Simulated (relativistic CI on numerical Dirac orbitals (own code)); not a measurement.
# How well does a small relativistic CI reproduce La IV?

Calculated at this level of theory: Dirac-Coulomb-Breit CI, orbitals from a KLI potential per configuration, model QED (radiative potential, 1s self-energy scaled to tabulated hydrogen-like ionisation energies), valence Slater integrals scaled by 0.85, P86 correlation energy added to each configuration (own radial code, finite nucleus).

Configuration list (outside the closed core [Kr] 4d10): 5s2 5p6, 5s2 5p5 5d, 5s2 5p5 4f, 5s2 5p5 5f, 5s 5p6 5d, 5s2 5p5 6s, 5s2 5p5 6p, 5s 5p6 5f, 5s2 5p5 6d, 5s2 5p5 7s, 5s2 5p5 7p, 5s 5p6 4f, 5s2 5p5 7d, 5s2 5p5 5g, 5s2 5p5 6f, 5s2 5p5 8s, 5s2 5p5 8p, 5s 5p6 6p, 5s 5p6 6s, 5s 5p6 6d, 5s 5p6 7s, 5s 5p6 7p, 5p6 4f2, 5p5 4f2 5d, 5p5 4f3, 5p5 4f2 5f, 5p5 4f2 6s, 5p5 4f2 6p, 5p6 5d2, 5p5 5d3, 5p5 4f 5d2, 5p5 5d2 5f, 5p5 5d2 6s, 5p5 5d2 6p. Double excitations out of closed p, d and f shells are left out; levels of such configurations are missing from the list, as are those of other unlisted configurations, and high levels can miss mixing partners. These lack a partner that the ground configuration has and come out too high: 5s2 5p5 6d, 5s2 5p5 7s, 5s2 5p5 7p, 5s2 5p5 7d, 5s2 5p5 5g.

| Configuration | Term (tabulated) | J | Measured (cm⁻¹) | Computed | Error | Purity (%) |
| --- | --- | --- | --- | --- | --- | --- |
| 5s2 5p6 | 1S | 0 | 0.0 | 0 | 0 | 100 |
| 5s2 5p5 4f | 2[3/2] | 1 | 143354.7 | 147842 | 4487 | 99 |
| 5s2 5p5 4f | 2[3/2] | 2 | 145949.0 | 150521 | 4572 | 92 |
| 5s2 5p5 5d | 2[1/2]° | 0 | 156100.3 | 157621 | 1521 | 100 |
| 5s2 5p5 5d | 2[1/2]° | 1 | 158412.6 | 159993 | 1580 | 94 |
| 5s2 5p5 4f | 2[5/2] | 2 | 160486.4 | 166353 | 5867 | 52 |
| 5s2 5p5 5d | 2[3/2]° | 2 | 162867.6 | 164587 | 1719 | 79 |
| 5s2 5p5 5d | 2[7/2]° | 4 | 163693.3 | 164603 | 909 | 99 |
| 5s2 5p5 5d | 2[7/2]° | 3 | 165070.7 | 166657 | 1586 | 76 |
| 5s2 5p5 5d | 2[5/2]° | 2 | 167921.7 | 170489 | 2567 | 48 |
| 5s2 5p5 5d | 2[5/2]° | 3 | 173335.5 | 175898 | 2563 | 61 |
| 5s2 5p5 4f | 2[5/2] | 2 | 175013.8 | 183351 | 8337 | 51 |
| 5s2 5p5 5d | 2[3/2]° | 1 | 181155.0 | 184581 | 3426 | 90 |
| 5s2 5p5 5d | 2[5/2]° | 2 | 184885.7 | 187881 | 2995 | 50 |
| 5s2 5p5 5d | 2[3/2]° | 2 | 188393.2 | 191611 | 3218 | 51 |
| 5s2 5p5 5d | 2[5/2]° | 3 | 190831.7 | 193373 | 2541 | 46 |
| 5s2 5p5 6s | 2[3/2]° | 2 | 198303.1 | 202601 | 4298 | 98 |
| 5s2 5p5 6s | 2[3/2]° | 1 | 200183.3 | 204751 | 4568 | 59 |
| 5s2 5p5 5d | 2[3/2]° | 1 | 215919.2 | 222911 | 6992 | 85 |
| 5s2 5p5 6s | 2[1/2]° | 0 | 219336.9 | 224118 | 4781 | 99 |
| 5s2 5p5 6s | 2[1/2]° | 1 | 220506.9 | 225521 | 5014 | 58 |
| 5s2 5p5 6p | 2[1/2] | 1 | 231008.7 | 233330 | 2322 | 76 |
| 5s2 5p5 6p | 2[5/2] | 2 | 233401.5 | 237045 | 3643 | 54 |
| 5s2 5p5 6p | 2[5/2] | 3 | 236790.4 | 239852 | 3061 | 100 |
| 5s2 5p5 6p | 2[3/2] | 1 | 237727.3 | 241261 | 3534 | 55 |
| 5s2 5p5 6p | 2[3/2] | 2 | 239654.3 | 243058 | 3404 | 70 |
| 5s2 5p5 6p | 2[1/2] | 0 | 244301.8 | 247487 | 3186 | 52 |
| 5s2 5p5 6p | 2[3/2] | 1 | 254251.3 | 258473 | 4222 | 69 |
| 5s2 5p5 6p | 2[1/2] | 1 | 259085.9 | 262738 | 3652 | 61 |
| 5s2 5p5 6p | 2[3/2] | 2 | 259224.3 | 262975 | 3751 | 44 |
| 5s2 5p5 6p | 2[1/2] | 0 | 260449.8 | 264419 | 3969 | 50 |
| 5s2 5p5 6d | 2[1/2]° | 0 | 284205.8 | 286416 | 2210 | 99 |
| 5s2 5p5 6d | 2[1/2]° | 1 | 284981.9 | 287296 | 2314 | 84 |
| 5s2 5p5 6d | 2[7/2]° | 4 | 285856.4 | 288318 | 2462 | 99 |
| 5s2 5p5 6d | 2[3/2]° | 2 | 286298.2 | 288726 | 2428 | 56 |
| 5s2 5p5 6d | 2[5/2]° | 2 | 287402.6 | 289917 | 2515 | 53 |
| 5s2 5p5 6d | 2[3/2]° | 1 | 290596.2 | 295629 | 5033 | 46 |
| 5s2 5p5 7s | 2[3/2]° | 2 | 292080.3 | 294411 | 2331 | 100 |
| 5s2 5p5 7s | 2[3/2]° | 1 | 292777.8 | 295199 | 2421 | 62 |
| 5s2 5p5 6d | 2[5/2]° | 2 | 307183.0 | 309935 | 2752 | 68 |
| 5s2 5p5 6d | 2[3/2]° | 2 | 307398.4 | 311129 | 3730 | 40 |
| 5s2 5p5 6d | 2[3/2]° | 1 | 310049.8 | 314799 | 4749 | 48 |
| 5s2 5p5 7s | 2[1/2]° | 0 | 313512.4 | 316356 | 2844 | 100 |
| 5s2 5p5 7s | 2[1/2]° | 1 | 313917.0 | 316803 | 2886 | 63 |

Measured levels from Martin, Zalubas and Hagan, Atomic Energy Levels: The Rare-Earth Elements, NSRDS-NBS 60 (1978); pairs were made by configuration, J and term (by order where the table uses no LS term), so strongly mixed levels may be paired wrongly.

Mean error by configuration (cm⁻¹): 5s2 5p5 4f 5816; 5s2 5p5 5d 2635; 5s2 5p5 6s 4665; 5s2 5p5 6p 3474; 5s2 5p5 6d 3133; 5s2 5p5 7s 2620. Over the excited levels the mean absolute error is 3418 cm⁻¹ (43 of the 47 excited levels that our extract of the source holds in range could be paired, and the others can miss by more), and the median relative error of those above 1,000 cm⁻¹ is 1.4 %.
